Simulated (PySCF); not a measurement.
Spectra and structures to be paired. Method used: PySCF, TDDFT PBE0/def2-SVPD, vertical, gas phase, core orbitals frozen in the response. Geometries: GFN2-xTB; one conformer of each isolated species. Triplets are in the Tamm–Dancoff approximation. Ions are computed without counter-ions or solvent.

A. `C[CH+]/C=C\C(Cl)Cl`
B. `CN(C)C([SiH3])=C=S`
C. `CO[SiH2]OCC=O`
D. `CC(=O)N[SiH2]CCl`

Lowest singlet levels (six at most, fewer where fewer were computed) with oscillator strengths:

1. 3.66 eV (f 0.013); 3.77 eV (f 0.009); 4.23 eV (f 0.104); 4.45 eV (f 0.337); 5.37 eV (f 0.003); 5.78 eV (f 0.144); T1 2.42 eV
2. 1.73 eV (f 0.001); 4.22 eV (f 0.003); 4.76 eV (f 0.033); 4.85 eV (f 0.032); 5.38 eV (f 0.000); 5.59 eV (f 0.016); T1 1.35 eV
3. 5.82 eV (f 0.000); 6.66 eV (f 0.029); 6.95 eV (f 0.007); 7.04 eV (f 0.002); 7.11 eV (f 0.082); 7.21 eV (f 0.008); T1 5.33 eV
4. 4.27 eV (f 0.000); 6.48 eV (f 0.007); 6.78 eV (f 0.011); 7.08 eV (f 0.006); 7.24 eV (f 0.010); 7.26 eV (f 0.003); T1 3.63 eV

Question: Which spectrum belongs to which structure?

Answer: 1 = A, 2 = B, 3 = D, 4 = C.
- A: S1 at 3.66 eV, HOMO-1→LUMO (77%), HOMO→LUMO (18%); Löwdin shares by element: HOMO chlorine 48%, carbon 31% or more (atoms not listed hold the other 20%); LUMO carbon 68% or more, chlorine 15% or more (atoms not listed hold the other 17%); HOMO -13.31 and LUMO -8.70 eV.
- B: S1 at 1.73 eV, HOMO→LUMO (99%); Löwdin shares by element: HOMO carbon 32% or more, sulfur 31%, nitrogen 24%; LUMO carbon 45% or more, sulfur 38%, silicon 6%; HOMO -5.52 and LUMO -2.20 eV.
- C: S1 at 4.27 eV, HOMO→LUMO (98%); S1 has the pattern of n→π* at C=O; HOMO -7.62 and LUMO -0.99 eV.
- D: S1 at 5.82 eV, HOMO→LUMO+1 (60%), HOMO→LUMO (14%), HOMO→LUMO+2 (8%); Löwdin shares by element: HOMO oxygen 52%, chlorine 13%, carbon 12% or more (atoms not listed hold the other 22%); LUMO chlorine 34%, carbon 21% or more, silicon 12% (atoms not listed hold the other 32%); HOMO -7.80 and LUMO 0.08 eV.
